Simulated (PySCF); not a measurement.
Problem. Write Cartesian coordinates for `[NH2][Pb]([PH2])([PH2])[PH2]` as optimised with PBE0-D3(BJ)/def2-SVP.

Solution. 
```
atom  x, y, z in Å
N1     0.2743    0.8525    2.0143
Pb2   -0.0032   -0.0531    0.0662
P3    -0.8243    1.8343   -1.5247
P4     2.3844   -0.8503   -0.5884
P5    -1.7744   -1.9761    0.0829
H6    -0.6349    1.1717    2.3559
H7     0.5749    0.1315    2.6740
H8    -2.1184    1.8688   -0.9148
H9    -0.3059    2.8347   -0.6434
H10    2.7840    0.4904   -0.8842
H11    1.9673   -1.0962   -1.9342
H12   -1.4962   -2.2978   -1.2832
H13   -0.8227   -2.9271    0.5698
```

Any rigid rotation of these coordinates is as good. Atoms count from 1 in this order. Pb2 (lead bonded to N and 3 P) is distorted tetrahedral (angles from 103.7° to 113.5°). N1 (nitrogen bonded to Pb and 2 H) is pyramidal (angles 108.9°, 108.5° and 105.4°, sum 322.8°, 0.45 Å off the plane of its three neighbours). P3 (three-coordinate phosphorus) is pyramidal (angles 92.8°, 92.4° and 90.9°, sum 276.1°, 0.91 Å off the plane of its three neighbours).

Bonds between heavy atoms (Å): N1–Pb2 2.166, Pb2–P3 2.601, Pb2–P4 2.601, Pb2–P5 2.614.

Theory: PBE0-D3(BJ)/def2-SVP geometry optimisation, gas phase, def2 core potentials past Kr in PySCF.

No PBE0-D3(BJ)/def2-SVP frequencies stand behind this structure, so it isn't proved a minimum. The numbers are those of one conformer (N1–Pb2–P3–H -72° and 20°, N1–Pb2–P4–H -75° and -168°, N1–Pb2–P5–H -175° and -82°).
